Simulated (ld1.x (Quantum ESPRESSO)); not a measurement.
**Tl, TM: configuration errors across variants**

```
Element                 : thallium
Generator               : ld1.x (Quantum ESPRESSO) 7.5
Type                    : norm-conserving Troullier–Martins (Kleinman–Bylander form)
Functional              : PBE
Relativity              : scalar-relativistic
Frozen core             : [Xe] 4f14
Valence charge          : 13
Reference configuration : 5d10 6s1.5 6p1.5
Partial waves           : 6s (bound): rc 1.75 bohr; 6p (bound): rc 2.60 bohr; 5d (bound): rc 1.65 bohr
Local potential         : all-electron potential smoothed inside 1.60 bohr (lloc = -1)
Core correction         : a·sin(br)/r model core, default radius (core density twice the valence density)
```

All-electron excitation energies from the reference (eV): (1) 5d10 6s2 6p1 -3.646; (2) 5d10 6s2 6p0 1.521; (3) 5d10 6s1 6p0 22.301; (4) 5d10 6s1 6p1 9.798; (5) 5d10 6s2 6p1.3 -4.140; (6) 5d10 6s1 6p2 3.757; (7) 5d10 6s2 6p0.5 -1.793.

The default core radius of the base comes out at 0.92 bohr.

2 further variants failed, have other tests or another functional or relativity, and are left out.

A true bound ghost makes a file unfit for plane-wave use even where its test errors are small: the radial tests pick states by their node count and pass the ghost by.

Errors AE − PS in meV (a dash: test not solved or not reliable):

| change | (1) | (2) | (3) | (4) | (5) | (6) | (7) | bound ghosts |
| --- | --- | --- | --- | --- | --- | --- | --- | --- |
| base | +0.2 | -5.4 | -21 | -7.1 | +0.3 | -2.0 | -1.3 | s, p |
| wave 5d (bound): rc 1.65 bohr becomes 5d (bound): rc 2.02 bohr | +0.3 | -5.4 | -21 | -7.0 | +0.3 | -1.9 | -1.3 | s, p |
| core correction a·sin(br)/r model core inside 0.78 bohr | +0.2 | -5.4 | -21 | -7.1 | +0.3 | -2.0 | -1.3 | s, p |
| wave 6s (bound): rc 1.75 bohr becomes 6s (bound): rc 2.68 bohr | -0.9 | -8.1 | -20 | -7.6 | -0.6 | -3.4 | -3.1 | s, p |
| wave 6p (bound): rc 2.60 bohr becomes 6p (bound): rc 2.50 bohr | +0.3 | -5.3 | -21 | -7.1 | +0.2 | -2.0 | -1.2 | s, p |
| local potential all-electron potential smoothed inside 2.40 bohr (lloc = -1) | +0.7 | -5.6 | -20 | -2.1 | +1.3 | -1.3 | -1.3 | none |

(1) Give the same row for: local potential the p channel.

Answers

(1) +0.2, -6.0, -23, -4.3, +0.7, -1.9, -1.7; bound ghosts: none.
